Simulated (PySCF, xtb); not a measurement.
AlH6NO2Si, SMILES N[SiH2][Al]([OH])[OH]. The values are those of a single conformer.

Harmonic wavenumbers (cm⁻¹) from GFN2-xTB (xtb) at its own minimum, in rising order: 31, 76, 136, 152, 171, 186, 396, 402, 420, 472, 499, 506, 588, 606, 706, 762, 797, 827, 856, 930, 1539, 2119, 2128, 3469, 3499, 3744, 3755.

Problem. What does B3LYP-D3(BJ)/def2-SVP (PySCF 2.14.0) give at its own minimum? (An estimate is asked for; the answer gives what the named calculation found.)

Solution. 39, 73, 172, 205, 238, 250, 281, 358, 394, 422, 458, 487, 549, 709, 763, 802, 838, 918, 927, 991, 1549, 2116, 2190, 3550, 3643, 3926, 3933. Paired by order, the mean absolute difference is 62 cm⁻¹ and the zero-point energies are 42.6 and 44.0 kcal/mol.
